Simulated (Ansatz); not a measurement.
`CC#[C][SnH3]` + `O[SiH2][SiH2]CF` → `O[SiH2][SiH2][SnH3]` + `CC#CCF`  (formal exchange of groups at the Sn–C bond)

Isolated molecules relaxed with PBE0-D4/def2-TZVP in Ansatz; ΔE leaves out vibrations. CBS: MP2 limit from def2 TZ/QZ plus the TZ coupled-cluster correction, frozen cores. DFT in def2-TZVPP. B3LYP here is the variant with VWN-RPA as its local correlation; programs differ in this. Elements past krypton have def2 core potentials. For Sn outer-core shells are correlated without core-valence functions, which leaves a few kJ/mol of doubt a bond. One conformer a species, not always the lowest.

Task: Is it downhill or uphill in electronic energy at CCSD(T)/CBS, and by how much? (An estimate is asked.)

Result: Ansatz gave: Downhill: ΔE = -19.1 kJ/mol.

Task: What do these levels give: PBE-D4, PBE0-D4, B3LYP-D4, PBE, r2SCAN, B3LYP, MP2/def2-TZVPP, SCS-MP2/def2-TZVPP, CCSD/def2-TZVPP, CCSD(T)/def2-TZVPP, HF/def2-QZVPP, MP2/CBS(def2)? (An estimate is asked.)

Result: Ansatz gave: PBE-D4 -36.6, PBE0-D4 -34.1, B3LYP-D4 -25.2, PBE -34.8, r2SCAN -27.1, B3LYP -22.3, MP2/def2-TZVPP -13.0, SCS-MP2/def2-TZVPP -7.6, CCSD/def2-TZVPP -12.1, CCSD(T)/def2-TZVPP -12.5, HF/def2-QZVPP -6.4, MP2/CBS(def2) -19.6 kJ/mol.

Largest T1 diagnostic among the species: 0.013.

In def2-TZVPP, CCSD(T) changes the Hartree–Fock value by −5.5 kJ/mol (the triples alone add −0.4 kJ/mol) and MP2 by −6.0 kJ/mol.
